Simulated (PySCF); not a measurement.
B(vinyl)(OH)(OMe) (C₃H₇BO₂), SMILES C=CB(O)OC. Atoms are numbered in the order given.

```xyz
13

B     -0.0104     0.2789     0.6345
C      0.8136     1.0266    -0.4709
C      0.6356     0.9591    -1.7965
H      1.5680     1.7342    -0.1028
H      1.2207     1.5706    -2.4920
H     -0.1169     0.3107    -2.2567
O     -0.1272     0.9050     1.8382
H     -0.6451     0.3695     2.4505
O     -0.6118    -0.9406     0.5221
C     -0.5328    -1.8061    -0.5735
H     -0.6703    -2.8373    -0.2147
H     -1.3300    -1.5952    -1.3068
H      0.4396    -1.7402    -1.0878
```

Geometry: PBE0-D3(BJ)/def2-SVP. Other conformers were not sampled.

Computed with ωB97X/def2-TZVP (PySCF).

ESP charges are fitted to the potential on shells at 1.4 to 2.0 van der Waals radii. Atomic charges (e):

```
atom  meta-Löwdin  ESP fit
----  -----------  -------
B1           0.45     0.68
C2          -0.23    -0.21
C3          -0.21    -0.42
H4           0.12     0.14
H5           0.12     0.18
H6           0.11     0.18
O7          -0.53    -0.71
H8           0.35     0.43
O9          -0.40    -0.40
C10         -0.10    -0.21
H11          0.12     0.13
H12          0.10     0.12
H13          0.11     0.10
```

Problem. Give the Mayer and Wiberg (Löwdin basis) orders of the bonds. (The exact figures need the calculation; the answer reports its results.)

Solution. 
```tsv
bond	Mayer	Wiberg
B1–C2	0.99	1.16
C2–C3	1.87	2.13
C2–H4	0.95	0.80
C3–H5	0.97	0.89
C3–H6	0.97	0.88
B1–O7	1.33	1.97
O7–H8	0.87	0.94
B1–O9	1.24	1.82
O9–C10	0.91	1.44
C10–H11	0.98	0.93
C10–H12	0.98	0.93
C10–H13	0.98	0.92
```
